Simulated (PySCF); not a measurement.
# Electronic absorption of SnEtI3

SnEtI3, C₂H₅I₃Sn.
SMILES: `C[CH2][Sn]([I])([I])[I]`

The calculation used TDDFT CAM-B3LYP/def2-SVPD, vertical, gas phase, core orbitals frozen in the response, def2 core potentials past Kr in PySCF. Isolated species at its PBE0-D3(BJ)/def2-SVP geometry, gas phase. Spin–orbit coupling is left out.

Problem. List the vertical singlet excitations with oscillator strengths and describe the spectrum.

Solution. 

```
state  E (eV)  E (hartree)       f  main configurations (H = HOMO, L = LUMO)
   S1    3.83       0.1408  0.0001                                 H→L (95%)
   S2    4.04       0.1486   0.031                               H-1→L (89%)
   S3    4.06       0.1491   0.032                               H-2→L (83%)
   S4    4.17       0.1532   0.045                               H-3→L (85%)
   S5    4.29       0.1578   0.022                               H-4→L (89%)
   S6    4.30       0.1581   0.022                               H-5→L (88%)
   S7    5.70       0.2096   0.071                               H-6→L (70%)
   S8    5.88       0.2162   0.062                  H-7→L (46%), H→L+1 (41%)
   S9    5.90       0.2169   0.057                  H→L+2 (45%), H-8→L (41%)
```

Triplets (Tamm–Dancoff): T1 3.50 eV, H→L (92%); T2 3.60 eV, H-1→L (77%), H-2→L (15%); T3 3.60 eV, H-2→L (76%), H-1→L (15%).

The lowest singlet lies at 3.83 eV (324 nm, ultraviolet) and is dark (f under 0.0005); its leading configuration is HOMO→LUMO (95%). The strongest level in the table is S7 at 5.70 eV (217 nm, f = 0.071). S5/S6 lie within about 0.01 eV of each other. Löwdin shares by element: HOMO iodine 100%; LUMO iodine 65%, tin 23%. Orbital energies (eV): HOMO-3 -9.00, HOMO-2 -8.96, HOMO-1 -8.95, HOMO -8.80, LUMO -2.01, LUMO+1 0.06, LUMO+2 0.09. Weighted by f, the mean energy of these states is 5.08 eV. The vertical ionisation energy (ΔSCF) is 9.50 eV, 3.60 eV above S9. Orbitals of the list HOMO-3 to LUMO+2 that lie within 0.01 eV of each other are written together with a slash and their weights summed (≥ marks a lower bound); for degenerate orbitals outside that list single weights are arbitrary. Only the lowest 10 singlets were computed, as vertical energies without vibronic structure. The highest level found (6.20 eV, f 0.0033 so far) is left out, since the window may have cut off a degenerate partner.

On an Arm Neoverse V1 with one thread, shared host with 32 logical CPUs at a one-minute load of 9.6, this took 7.5 min (grids of density and orbitals included) and 1.4 GiB of memory at its peak.
